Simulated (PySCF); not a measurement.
Job file and geometry (Å, from PBE0-D3(BJ)/def2-SVP) of an NMR shielding run on `CO[Si](OC)(OC)OC`, C4H12O4Si, GIAO PBE/pcSseg-1 NMR shielding, non-relativistic, gas phase in PySCF 2.14.0, density-fitted response routines; density fitting, a coarse starting grid and PySCF grid level 2 are the driver's defaults:

```
{"job": {"kind": "nmr", "xc": "PBE", "basis": "pcSseg-1", "pop": false}, "charge": 0, "multiplicity": 1}
C      0.040588    -1.313028    -2.224036
O     -0.607852    -0.984943    -1.023697
Si    -0.182973     0.255590    -0.034709
O      0.098986     1.553993    -0.998765
C      0.741827     2.735368    -0.599133
O     -1.403462     0.437397     1.048049
C     -2.772237     0.400054     0.743018
O      1.187194     0.015707     0.837014
C      1.301692    -0.830110     1.950220
H     -0.568155    -2.054161    -2.763397
H      0.171499    -0.428196    -2.869490
H      1.035492    -1.754863    -2.038981
H      1.660052     2.524011    -0.025749
H      0.081489     3.362825     0.024813
H      1.013331     3.311448    -1.496586
H     -3.021642    -0.460467     0.099753
H     -3.096412     1.321676     0.228624
H     -3.340973     0.313691     1.681106
H      2.265232    -0.634927     2.444691
H      0.491381    -0.655173     2.677842
H      1.276900    -1.893697     1.654700
```

Q: What does the program print?

A: 
```
coarse grid: 17752 points
cycle   1  E = -748.9752869246  dE =  1.075e+00  |g| = 1.358e+00  |ddm| = 4.019e+00
cycle   2  E = -748.0935701636  dE =  8.817e-01  |g| = 2.545e+00  |ddm| = 3.231e+00
cycle   3  E = -749.3007830009  dE = -1.207e+00  |g| = 1.627e-01  |ddm| = 2.431e+00
cycle   4  E = -749.3046029431  dE = -3.820e-03  |g| = 8.735e-02  |ddm| = 1.451e-01
cycle   5  E = -749.3063587235  dE = -1.756e-03  |g| = 1.764e-02  |ddm| = 6.874e-02
cycle   6  E = -749.3064230458  dE = -6.432e-05  |g| = 1.576e-03  |ddm| = 1.208e-02
cycle   7  E = -749.3064234871  dE = -4.413e-07  |g| = 7.642e-04  |ddm| = 2.354e-03
final grid: 166056 points
cycle   8  E = -749.4322053881  dE =  7.574e-06  |g| = 2.616e-02  |ddm| = 3.241e-02
cycle   9  E = -749.4319340379  dE =  2.714e-04  |g| = 4.680e-02  |ddm| = 3.897e-02
cycle  10  E = -749.4323297288  dE = -3.957e-04  |g| = 3.246e-03  |ddm| = 2.629e-02
cycle  11  E = -749.4323320836  dE = -2.355e-06  |g| = 3.757e-04  |ddm| = 2.945e-03
cycle  12  E = -749.4323321113  dE = -2.762e-08  |g| = 1.677e-04  |ddm| = 4.784e-04
cycle  13  E = -749.4323321163  dE = -5.010e-09  |g| = 5.672e-05  |ddm| = 1.593e-04
cycle  14  E = -749.4323321168  dE = -5.382e-10  |g| = 1.202e-05  |ddm| = 4.584e-05
converged SCF energy = -749.4323321168

GIAO shielding tensors (ppm)
atom      isotropic    diamagn.    paramagn.     s11        s22        s33       span
  0 C      125.940     242.969    -117.029     97.658     99.372    180.791     83.134
  1 O      304.927     401.846     -96.919    251.065    313.886    349.829     98.764
  2 Si     419.262     888.708    -469.447    412.562    413.747    431.476     18.915
  3 O      304.509     402.070     -97.561    250.464    313.237    349.824     99.360
  4 C      125.859     242.238    -116.380     97.574     99.151    180.851     83.277
  5 O      304.526     402.339     -97.813    250.233    313.342    350.003     99.770
  6 C      125.918     241.985    -116.067     97.684     99.223    180.847     83.163
  7 O      305.284     401.843     -96.559    252.041    314.030    349.780     97.738
  8 C      125.958     243.184    -117.226     97.732     99.325    180.818     83.086
  9 H       27.634      28.168      -0.534     23.364     25.073     34.465     11.101
 10 H       27.438      29.951      -2.513     22.686     25.972     33.655     10.969
 11 H       27.528      30.098      -2.570     22.996     25.186     34.402     11.406
 12 H       27.422      30.028      -2.606     22.629     26.055     33.581     10.952
 13 H       27.526      28.888      -1.362     22.998     25.142     34.437     11.439
 14 H       27.632      27.761      -0.128     23.360     25.068     34.470     11.110
 15 H       27.427      29.836      -2.409     22.642     26.013     33.626     10.984
 16 H       27.521      28.767      -1.247     22.989     25.145     34.428     11.438
 17 H       27.631      27.780      -0.150     23.357     25.067     34.469     11.112
 18 H       27.632      28.340      -0.709     23.360     25.071     34.465     11.105
 19 H       27.437      30.177      -2.740     22.681     25.973     33.657     10.977
 20 H       27.526      30.155      -2.629     22.986     25.175     34.417     11.431
```

Q: Turn these shieldings into chemical shifts. Scale: 13C (180.03 ppm) and 29Si (334.61 ppm) and 1H (31.20 ppm) vs TMS; H2O for 17O (334.63 ppm) (reference shieldings calculated alike).

A: Averaging equivalent atoms: C 0/4/6/8: 54.1; O 1/3/5/7: 29.8; Si 2: -84.7; H 9/10/11/12/13/14/15/16/17/18/19/20: 3.67 ppm. Experimental scales use liquid or dissolved standards, which lie at an offset from isolated H2O (liquid H2O: subtract about 36 ppm).

Size and cost of the density-fitted run: 220 basis functions, 2 min wall time on 1 thread of an x86-64 server CPU, shared host.
